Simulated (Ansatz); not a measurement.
Geometry optimisation, RKS BLYP-D4/def2-SVP in Ansatz.

input.yaml

```yaml
crystal:
  periodic: [false, false, false]
  atoms:
    - { symbol: Hf, position_ang: [0.0, 0.0, 0.0] }
    - { symbol: Cl, position_ang: [0.0, 0.0, 2.52] }
    - { symbol: F, position_ang: [1.8671, 0.0, -0.6593] }
    - { symbol: O, position_ang: [-0.975, 1.6891, -0.6893] }
    - { symbol: H, position_ang: [-1.9328, 1.4584, -0.9117] }
    - { symbol: O, position_ang: [-0.975, -1.6891, -0.6893] }
    - { symbol: H, position_ang: [-1.4296, -2.1548, 0.0831] }
basis:
  gaussian: { orbitals: def2-SVP }
hamiltonian:
  xc: blyp
  dispersion: d4
relax:
  f_tol: 0.02
  max_steps: 40
```

Launched with:

```bash
$ ansatz run input.yaml --threads 2 --pin off --max-ram 3072MiB --backend cpu --events-out ev --progress --plain --runs-dir out
```

Problem. Where does it end, and by what steps?

Solution. The forces met the threshold. After 9 steps the energy has fallen by 0.740 eV; H7 moved furthest, 0.65 Å.

```tsv
step	energy less start (eV)	largest force component (eV/Å)	accepted
0	0.0000	2.266	yes
1	-0.4121	1.588	yes
2	-0.5504	0.591	yes
3	-0.6049	0.400	yes
4	-0.6447	0.993	yes
5	-0.7267	0.229	yes
6	-0.7373	0.089	yes
7	-0.7375	0.080	yes
8	-0.7383	0.078	yes
9	-0.7397	0.016	yes
```

```xyz
7
Properties=species:S:1:pos:R:3
Hf -0.085 -0.044 0.132
Cl 0.150 0.278 2.493
F 1.660 -0.019 -0.696
O -1.133 1.393 -0.613
H -1.746 2.014 -1.030
O -0.895 -1.761 -0.205
H -1.396 -2.557 -0.428
```

Run time: 23 s on 2 threads of Arm Neoverse V2, on a shared host, peak memory 0.2 GiB.
